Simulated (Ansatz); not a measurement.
Program: Ansatz. Geometries: PBE0-D4/def2-TZVP. ΔE: electronic, gas phase. CCSD(T)/CBS adds triple-zeta CCSD(T) − MP2 to the extrapolated MP2 energy (def2 sets, frozen cores). DFT in def2-TZVPP. B3LYP here is the variant with VWN-RPA as its local correlation; programs differ in this. For Se outer-core shells are correlated without core-valence functions, which leaves a few kJ/mol of doubt a bond. Scalar relativity is left out up to krypton. One conformer a species, not always the lowest.

`[SiH3]OC([SiH3])S` + `CC[SeH]` → `CC[Se][SiH3]` + `[SiH3]OCS`  (ligand exchange at the Si–C bond)

`[SiH3]OC([SiH3])S`:

```xyz
13

Si    0.474    2.212   -0.031
O    -0.179    0.755   -0.482
C    -0.358   -0.326    0.396
Si   -0.832   -1.863   -0.608
S     1.072   -0.679    1.459
H     0.008    3.165   -1.066
H     1.957    2.187   -0.012
H    -0.035    2.607    1.309
H    -1.146   -0.101    1.128
H     0.359   -2.278   -1.392
H    -1.957   -1.549   -1.526
H    -1.230   -2.947    0.326
H     1.868   -1.183    0.499
```

`CC[SeH]`:

Z-matrix (Å, degrees):
```
C
C 1 1.512
H 1 1.091 2 111.2
H 1 1.095 2 110.4 3 120.3
H 1 1.092 2 111.2 3 -120.1
Se 2 1.958 1 114.0 3 57.4
H 2 1.090 1 112.1 3 -179.9
H 2 1.092 1 111.4 3 -59.4
H 6 1.469 2 95.0 1 63.4
```

`CC[Se][SiH3]`:

Z-matrix (Å, degrees):
```
C
C 1 1.513
H 1 1.092 2 111.3
H 1 1.093 2 110.1 3 -119.7
H 1 1.092 2 111.3 3 120.6
Se 2 1.972 1 109.7 3 -60.3
H 2 1.090 1 111.4 3 -179.4
H 2 1.090 1 111.4 3 58.9
Si 6 2.265 2 96.7 1 179.4
H 9 1.484 6 106.6 2 -179.8
H 9 1.487 6 111.2 2 60.4
H 9 1.487 6 111.1 2 -60.1
```

`[SiH3]OCS`:

Z-matrix (Å, degrees):
```
Si
O 1 1.649
H 1 1.479 2 106.2
H 1 1.489 2 110.5 3 -120.0
H 1 1.489 2 110.7 3 120.2
C 2 1.400 1 122.5 3 178.9
S 6 1.798 2 112.1 1 179.7
H 6 1.096 2 111.3 1 62.9
H 6 1.095 2 111.0 1 -57.8
H 7 1.343 6 96.4 2 71.5
```

```tsv
level	ΔE (kcal/mol)	difference from CCSD(T)/CBS
PBE-D4	-14.7	0.9
PBE0-D4	-15.6	0.0
B2PLYP	-15.9	-0.3
PBE	-15.7	-0.1
r2SCAN	-15.7	-0.1
PBE0	-16.5	-0.9
B3LYP	-16.3	-0.7
MP2/def2-TZVPP	-15.6	0.0
CCSD(T)/def2-TZVPP	-14.9	0.7
SCS-MP2/def2-QZVPP	-16.1	-0.5
CCSD(T)/CBS	-15.6	0
```

Largest T1 diagnostic among the species: 0.012.

From PBE to PBE0 (25 % exact exchange), in def2-TZVPP and without D4, ΔE moves by −0.8 kcal/mol. The D4 term adds +1.6 kcal/mol with B3LYP and +0.9 kcal/mol with PBE0; it sums over pairs of atoms, weighted by their polarisabilities, and B3LYP, whose exchange is more repulsive, gets the larger term.
